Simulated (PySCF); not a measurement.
Correlation energy of C (carbon, neutral)

[He] 2s2 2p1 3s1, high-spin 3P determinant (an excited configuration). Calculation: PySCF 2.14, in aug-cc-pCVTZ-DK; scalar relativity by spin-free X2C-1e. Frozen: 1s2; 4 electrons correlated.

```json
{"level": "CCSD", "correlation energy (mhartree)": "-85.45"}
{"level": "(T)", "correlation energy (mhartree)": "-2.24"}
{"level": "CCSD(T)", "correlation energy (mhartree)": "-87.69"}
```

Diagnostics: T1 = 0.015, D1 = 0.0371, largest double amplitude 0.125.

The outer electron is Rydberg-like, and this basis confines it to a smaller radius and binds it less than a complete one would.

Cost of the coupled-cluster step: roughly 7 core-seconds, for 4 correlated electrons.
